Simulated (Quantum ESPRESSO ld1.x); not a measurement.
Species: the tantalum ion Ta3+. Configuration: [Xe] 4f14 6s2 (not the ground configuration).

Method: scalar-relativistic Kohn-Sham, LDA (Slater exchange, Perdew-Wang correlation), spin-polarised, spherical densities, point nucleus; computed with ld1.x of Quantum ESPRESSO 7.5.

Energy parts (hartree):
| part | energy |
|---|---|
| total | -15593.374 |
| kinetic | 17131.906 |
| electron-nucleus | -38432.650 |
| Hartree | 6012.103 |
| exchange-correlation | -304.734 |

Orbitals (lengths in bohr, moments of r in powers of bohr):
| orbital | occ. | eigenvalue (hartree) | <r^2> |
|---|---|---|---|
| 1s | 2 | -2475.07 | 0.0004791 |
| 2s | 2 | -426.374 | 0.007382 |
| 2p | 6 | -373.945 | 0.006087 |
| 3s | 2 | -98.6560 | 0.04803 |
| 3p | 6 | -83.0649 | 0.04871 |
| 3d | 10 | -64.8452 | 0.04041 |
| 4s | 2 | -21.1244 | 0.2380 |
| 4p | 6 | -16.0083 | 0.2711 |
| 4d | 10 | -9.46015 | 0.3178 |
| 5s | 2 | -3.97235 | 1.329 |
| 5p | 6 | -2.70729 | 1.792 |
| 4f | 14 | -2.21422 | 0.5077 |
| 6s | 2 | -1.11695 | 7.390 |

The highest occupied level is 6s at -30.394 eV. Summed over all electrons, <r^2> = 41.42 bohr^2, which gives a Langevin (diamagnetic) susceptibility term of -32.8 x 10^-6 cm^3/mol.
